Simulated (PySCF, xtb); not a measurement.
HI₂InO, SMILES [OH][In]([I])[I].

GFN2-xTB (xtb) at its own geometry gives an orbital gap of 2.82 eV and a dipole moment of 2.43 D.

Geometry: PBE-D3(BJ)/def2-SVP. The structure was generated by enumeration; whether it is a known compound was not checked. The def2 effective core potentials stand for the cores of I, In; spin–orbit coupling is left out. Other conformers were not sampled.

Question: What does M06-2X/def2-TZVP run with PySCF give? (The exact figures need the calculation; the answer reports its results.)

Answer: gap 6.87 eV (levels -9.07 and -2.20 eV), dipole 1.18 D.
